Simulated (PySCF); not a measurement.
A structure optimised at B3LYP-D3(BJ)/def2-SVP, used in a PySCF frequency run:

```xyz
12

N      2.1267     0.2032     0.6482
Si     0.7287     0.3968    -0.3379
C     -0.8249     0.9541     0.6450
O     -1.7751    -0.1158     0.4148
C     -1.2654    -1.0801    -0.3969
N     -0.0992    -1.0637    -0.8989
H      2.1186    -0.4329     1.4404
H      3.0489     0.2413     0.2252
H      1.1365     1.2808    -1.4591
H     -1.2791     1.8936     0.2926
H     -0.6645     1.0439     1.7315
H     -2.0107    -1.8758    -0.5515
```

Write its SMILES and formula.

N[Si@@H]1COC=N1, C2H6N2OSi

What are its rotational constants (standard atomic weights)?

5.7879, 2.4780, 2.0093 GHz
